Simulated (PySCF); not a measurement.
C₃H₆F₂Si, SMILES F[SiH2][C@@H]1C[C@@H]1F.

Geometry: PBE0-D3(BJ)/def2-SVP. The structure was generated by enumeration; whether it is a known compound was not checked. One conformer was computed; it need not be the lowest.

All values below come from PBE0-D3(BJ)/def2-SVP run with PySCF.

Frequencies are harmonic and unscaled.

```tsv
mode	ν (cm⁻¹)	IR (km/mol)	Raman (Å⁴/amu)	depolarisation	moving atoms (share of kinetic energy)
1	59	1.9	0.2	0.70	F 46 %, Si 22 %, H 18 %, C 14 %
2	115	4.0	0.1	0.22	F 62 %, Si 15 %, C 14 %, H 9 %
3	194	0.7	0.8	0.41	F 37 %, C 30 %, H 19 %, Si 13 %
4	252	6.3	0.8	0.74	F 32 %, C 24 %, H 23 %, Si 21 %
5	424	4.7	0.8	0.62	C 38 %, H 35 %, F 27 %
6	504	2.7	6.4	0.36	C 54 %, F 18 %, H 15 %, Si 13 %
7	625	49.4	5.2	0.57	H 58 %, Si 19 %, C 18 %
8	702	42.0	4.6	0.23	H 41 %, C 37 %, Si 19 %
9	750	22.4	17.0	0.75	H 92 %
10	812	8.6	9.4	0.66	H 49 %, C 38 %, F 12 %
11	840	18.2	4.2	0.58	H 67 %, C 23 %, F 8 %
12	869	31.7	3.2	0.73	F 50 %, H 28 %, Si 19 %
13	932	254.6	10.7	0.61	H 76 %, Si 16 %
14	958	97.5	11.1	0.67	H 83 %, Si 12 %
15	988	21.5	6.7	0.71	H 59 %, C 37 %
16	1020	24.0	5.0	0.49	H 51 %, C 40 %, F 9 %
17	1047	95.2	6.4	0.37	H 57 %, C 38 %
18	1074	25.1	1.7	0.65	C 61 %, H 38 %
19	1112	0.7	0.5	0.49	H 80 %, C 20 %
20	1173	13.9	4.6	0.27	H 53 %, C 41 %
21	1232	41.5	9.2	0.35	H 60 %, C 28 %, F 12 %
22	1313	33.4	6.4	0.51	H 55 %, C 44 %
23	1397	27.6	8.5	0.43	H 75 %, C 24 %
24	1483	52.7	5.4	0.34	C 54 %, H 45 %
25	2263	101.3	176.5	0.11	H 98 %
26	2272	119.8	64.7	0.52	H 96 %
27	3150	3.1	100.4	0.12	H 95 %
28	3169	1.4	81.4	0.38	H 92 %, C 8 %
29	3195	10.8	136.5	0.20	H 91 %, C 9 %
30	3252	1.0	68.4	0.64	H 89 %, C 11 %
```
